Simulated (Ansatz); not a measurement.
A geometry relaxed with Ansatz (a quantum-chemistry and plane-wave program) with PBE0-D3(BJ)/def2-TZVP, charge 0, multiplicity 1:

```xyz
13

H     -2.2109     1.2706    -0.7842
O     -0.0576     1.2757     0.8519
H      2.8355     0.5562    -0.3936
H      2.3467    -0.7656     1.5527
C      0.3388    -0.6619    -0.3644
H     -0.7746     1.8732     1.0776
H      2.7776    -1.8481    -0.5576
Si     2.1353    -0.6679     0.0826
H     -2.2659    -0.4954    -0.9054
C     -1.9706     0.3351    -0.2673
H     -2.5707     0.2976     0.6485
H     -0.0669    -1.4429    -0.9967
C     -0.5167     0.2733     0.0559
```

Question: Write the SMILES of this molecule.

Answer: `C/C(O)=C/[SiH3]`
